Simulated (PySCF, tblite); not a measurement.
Rigid-rotor lines calculated for a species of formula C6H15OPSi (commonest isotopes; PBE0/pcSseg-1 in PySCF (dipole) on a GFN2-xTB geometry, gas phase), labelled J(Ka,Kc):

```json
{"transition": "2(1,2) ← 1(1,1)", "MHz": "3104.0"}
{"transition": "1(0,1) ← 0(0,0)", "MHz": "1604.5"}
{"transition": "2(1,1) ← 1(1,0)", "MHz": "3313.8"}
{"transition": "1(1,1) ← 0(0,0)", "MHz": "2208.8"}
{"transition": "2(0,2) ← 1(0,1)", "MHz": "3196.4"}
```

(1) Find the rotational constants.

(2) What moments of inertia, asymmetry and inertial defect follow?

(3) Which dipole components do these lines need?

(4) Where do these fall, and of which type are they? 3(2,1) ← 2(1,1); 3(2,1) ← 2(1,2); 3(2,2) ← 3(1,3); 3(2,1) ← 2(2,0); 2(1,2) ← 2(0,2); 2(2,1) ← 2(1,1); 1(1,1) ← 1(0,1); 1(1,0) ← 0(0,0); 3(3,1) ← 3(2,2).

(5) Which structure gave them?

## Answers

(1) 1(0,1) ← 0(0,0) is B + C, 2(1,1) ← 1(1,0) is 3B + C and 2(1,2) ← 1(1,1) is B + 3C, so B − C is half the difference of the last two, 104.9 MHz. 1(1,1) ← 0(0,0) is A + C. A = 1459.1, B = 854.7, C = 749.8 MHz.

(2) I = 505379 MHz·u·Å² over each constant: Ia = 346.37, Ib = 591.30, Ic = 674.05 u·Å²; κ = (2B − A − C)/(A − C) = -0.704 (asymmetric top); Δ = Ic − Ia − Ib = -263.63 u·Å².

(3) μa and μb (a-type: ΔKa even, ΔKc odd; b-type: both odd). The calculation gives |μa| = 2.72 D, |μb| = 2.10 D, |μc| = 0.65 D.

(4) 
```csv
transition,MHz,type,branch
"2(1,2) ← 2(0,2)",512,c,Q
"1(1,1) ← 1(0,1)",604,c,Q
"2(2,1) ← 2(1,1)",1813,c,Q
"3(2,2) ← 3(1,3)",2293,b,Q
"1(1,0) ← 0(0,0)",2314,c,R
"3(3,1) ← 3(2,2)",3292,b,Q
"3(2,1) ← 2(2,0)",4862,a,R
"3(2,1) ← 2(1,1)",6688,c,R
"3(2,1) ← 2(1,2)",7003,b,R
```

(5) `C=C[P@@](=C)(C[SiH3])COC`, point group C1. Three constants can't fix a structure by themselves; this is the one that was computed:
```
atom  x, y, z in Å
C1    -0.097   -3.005    0.822
C2     0.310   -1.756    0.671
P3    -0.125   -0.836   -0.816
C4    -0.367   -1.902   -2.117
C5    -1.649    0.071   -0.446
Si6   -1.603    1.308    1.006
C7     1.134    0.575   -0.651
O8     0.983    1.197    0.597
C9     1.758    2.359    0.749
H10   -0.656   -3.488    0.036
H11    0.123   -3.588    1.703
H12    0.876   -1.227    1.427
H13   -0.699   -1.373   -3.008
H14    0.520   -2.502   -2.313
H15   -1.939    0.576   -1.371
H16   -2.392   -0.708   -0.263
H17   -3.034    1.460    1.334
H18   -0.964    0.780    2.204
H19   -1.171    2.634    0.569
H20    0.962    1.286   -1.479
H21    2.151    0.166   -0.773
H22    1.514    3.102   -0.020
H23    2.827    2.125    0.690
H24    1.526    2.765    1.731
```

The values belong to one conformer (point group C1) with, in the numbering `[CH2:1]=[CH:2][P@@:3](=[CH2:4])([CH2:5][SiH3:6])[CH2:7][O:8][CH3:9]`, C1–C2–P3–C4 -27°, C2–P3–C5–Si6 59°, C2–P3–C7–O8 -55°, P3–C7–O8–C9 -173°. Its GFN2-xTB frequencies are all real (lowest 40 cm⁻¹). These are rigid-rotor constants of the computed structure; measured ground-state constants (B0) also hold zero-point vibration. A rigid rotor knows nothing of internal rotation, which can split or shift real lines.
